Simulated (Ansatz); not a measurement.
`FBC(F)Cl` + `O[SiH3]` → `FBO[SiH3]` + `FCCl` at 600 K and 1 bar (ligand exchange at a B–C bond).

Computed with Ansatz on PBE0-D4/def2-TZVP structures; ΔE is electronic, products minus reactants. CCSD(T)/CBS adds triple-zeta CCSD(T) − MP2 to the extrapolated MP2 energy (def2 sets, frozen cores). This one scheme is used for every species. One conformer a species, not always the lowest.

| species | CCSD(T)/CBS energy (Eh) | H − E (kJ/mol) | S (J/(mol·K)) |
| --- | --- | --- | --- |
| `FBC(F)Cl` | -723.44862 | 141.6 | 386.4 |
| `O[SiH3]` | -366.69042 | 135.7 | 307.9 |
| `FBO[SiH3]` | -491.38634 | 168.9 | 388.1 |
| `FCCl` | -598.81139 | 110.6 | 304.1 |

H − E and S are ideal-gas, rigid-rotor, harmonic terms from PBE0-D4/def2-TZVP, for one conformer and one mirror image of each species. 1 Eh = 2625.50 kJ/mol, R = 8.31446 J/(mol·K).

Task: By hand: ΔE, ΔH, ΔS and ΔG.

Result: ΔE = (-491.38634) + (-598.81139) − (-723.44862) − (-366.69042) = -0.05869 Eh = -154.1 kJ/mol. Δ(H − E) = 168.9 + 110.6 − 141.6 − 135.7 = 2.2, so ΔH = -151.9 kJ/mol. ΔS = 388.1 + 304.1 − 386.4 − 307.9 = -2.1 J/(mol·K). ΔG = -151.9 − 600 × (-2.1)/1000 = -150.6 kJ/mol.

Task: By hand: the equilibrium constant, and the temperature at which ΔG would vanish if ΔH and ΔS stayed fixed.

Result: log₁₀ K = −ΔG/(RT ln 10) = 13.1. ΔG = 0 at ΔH/ΔS = 72333 K, far beyond where these terms or the molecules hold.

The number of gas molecules stays the same, so ΔS is small and ΔH decides. A doubt of 5 kJ/mol in ΔE shifts log₁₀ K by 0.4 here. Other conformers and mirror images would add mixing entropy, several J/(mol·K) or more a flexible species. These are equilibria of isolated gas molecules and say nothing of rates. Largest T1 diagnostic: 0.013 (customary marks: 0.02 for closed shells, 0.045 for open ones).
